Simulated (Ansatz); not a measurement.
## Worked example: a bond strength in B2NH2OF (SMILES OB1NB1F)

B2NH2OF: 7 atoms, total charge 0, spin state singlet. As SMILES, `OB1NB1F`. Geometry: optimised at PBE0/def2-SVP. This is one conformer, not always the lowest.

```xyz
7

O    -1.2817    0.1744    1.3139
B    -0.3832    0.1472    0.3120
N     0.6330   -0.7687   -0.0949
B     0.5859    0.3437   -0.9550
F     1.2521    0.7247   -2.0292
H    -1.8280    0.9660    1.2877
H     1.0831   -1.6553    0.1200
```

Wanted: the dissociation energy of the H6–O1 bond into doublet H and doublet B2NHOF (shapes relaxed at PBE0/def2-SVP, no zero-point term). 1 Eh = 2625.50 kJ/mol = 27.2114 eV. Totals in Eh; open shells run unrestricted unless said.

```
           level  program      B2NH2OF  doublet H  doublet B2NHOF
     HF/def2-SVP   Ansatz  -279.188237  -0.499278     -278.608878
  B3LYP/def2-SVP   Ansatz  -280.636540  -0.501259     -280.015784
PBE0-D4/def2-SVP   Ansatz  -280.330015  -0.500291     -279.705700
```

Problem. Work out the dissociation energy at each level.

Solution. 
1. HF/def2-SVP: (-0.499278) + (-278.608878) − (-279.188237) = 0.080081 Eh = 210.3 kJ/mol = 2.18 eV.
2. B3LYP/def2-SVP: (-0.501259) + (-280.015784) − (-280.636540) = 0.119497 Eh = 313.7 kJ/mol = 3.25 eV.
3. PBE0-D4/def2-SVP: (-0.500291) + (-279.705700) − (-280.330015) = 0.124024 Eh = 325.6 kJ/mol = 3.37 eV.

The levels span 210 to 326 kJ/mol; no measured value is set beside them. Hartree–Fock lacks the correlation of the bonding electrons, so it comes out low. A bond enthalpy at 298 K also holds the loss of zero-point energy and thermal terms.
